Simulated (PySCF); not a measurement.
Gas-phase reaction: 2 GaOH + NH₃ = Ga₂O + 5 H + NO

Computed with PySCF and rigid-rotor harmonic-oscillator thermochemistry at 1 bar. † marks an energy on the PBE0/def2-TZVP geometry and frequencies. MP2 and CCSD(T) freeze the core. Open shells (unrestricted): H (multiplicity 2), NO (multiplicity 2, electronic degeneracy 4); the rest are closed-shell singlets. Spin-orbit splitting is ignored; it lowers the true energy and changes the entropy of NO. B3LYP is the form with VWN-RPA correlation. Ga: all electrons, no relativistic terms. GaOH: computed as isolated molecules; such fragments, hydroxides, amides, oligomers or adducts are transient or little studied in the gas. MP2 isn't extrapolated to the basis-set limit; its ΔH°(298 K) is 1264.5 kJ in def2-SVP and 1374.6 kJ in def2-TZVPP. CCSD(T) isn't extrapolated to the basis-set limit; its ΔH°(298 K) is 1300.8 kJ in def2-SVP and 1406.3 kJ in def2-TZVPP. The harmonic model lacks anharmonicity and excited electronic states, which grow with temperature; levels with a mode under 35 cm⁻¹ are left out. Soft modes under 120 cm⁻¹ make the harmonic entropy rough for Ga₂O.

```tsv
level	ΔE electronic, kJ	ΔH°(298 K), kJ	ΔS°(298 K), J/K	ΔG°(1600 K), kJ
B3LYP/def2-TZVP†	1519	1410	384	718
CCSD(T)/def2-TZVPP†	1515	1406	384	714
M06-2X/def2-TZVP†	1515	1407	384	715
MP2/def2-SVP†	1373	1264	384	573
PBE/def2-TZVP†	1468	1359	384	667
```
ΔH° is lowest at MP2/def2-SVP† and highest at B3LYP/def2-TZVP†. No reference value is set beside these.
